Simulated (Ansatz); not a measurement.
Consider the hydrogenolysis of a B–N bond: `NB(O)F` + H₂ → `OBF` + NH₃.

Program: Ansatz. Geometries: PBE0-D4/def2-TZVP. ΔE: electronic, gas phase. CCSD(T)/CBS is the MP2 limit (def2-TZVPP, def2-QZVPP) plus CCSD(T) − MP2 in def2-TZVPP, frozen cores. This one scheme is used for every species. Each species was taken in one conformer, which may not be the lowest.

```json
{"species": "`NB(O)F`", "CCSD/def2-TZVPP energy (Eh)": "-256.27819"}
{"species": "H₂", "CCSD/def2-TZVPP energy (Eh)": "-1.17233"}
{"species": "`OBF`", "CCSD/def2-TZVPP energy (Eh)": "-200.95630"}
{"species": "NH₃", "CCSD/def2-TZVPP energy (Eh)": "-56.46834"}
```

(1) Work out ΔE.

Largest T1 diagnostic among the species: 0.013.

Answers

(1) ΔE = (-200.95630) + (-56.46834) − (-256.27819) − (-1.17233) = 0.02588 Eh = +67.9 kJ/mol. CCSD(T)/CBS gives +70.3 kJ/mol.

From BLYP to BHLYP (50 % exact exchange), in def2-TZVPP and without D4, ΔE moves by +5.6 kJ/mol. Leaving LDA and LC-ωPBE aside and taking each functional with its dispersion term where it has one, the values, not all of them listed here, spread over 8.9 kJ/mol, from B2PLYP to r2SCAN-D4. LDA lies +14.4 kJ/mol from PBE without D4.
